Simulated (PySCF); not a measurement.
The free ion Pd6+ in its d4 configuration.

Method (PySCF 2.14, density fitting): CASSCF(4,5) with orbitals averaged over all microstates of the shell, strongly contracted NEVPT2 on the averaged canonical orbitals; basis x2c-TZVPall; spin-free X2C; gas phase; spin-orbit coupling by state interaction with the mean-field operator over all roots.

Task: What is the ground state?

Result: 5D (S = 2, orbital degeneracy 5), by NEVPT2.

Task: Which is the lowest state of another spin?

Result: 3H at 21874 cm⁻¹ by NEVPT2; CASSCF alone puts it at 23058 cm⁻¹ above the same ground state.

Task: What are the magnetic parameters?

Result: The lowest spin-orbit level is 1-fold with J = 0; the next lies at 866.0 cm⁻¹. μeff is 1.70 μB at 300 K and 0.31 μB at 10 K; the free-ion value g_J√(J(J+1)) for the Hund's-rule level J = 0 is 0.00 μB.

The job took 7.2 s on one thread of Arm Neoverse V1 (shared host), with 63 basis functions, launched as `OMP_NUM_THREADS=1 python lf_run.py task.json out`.
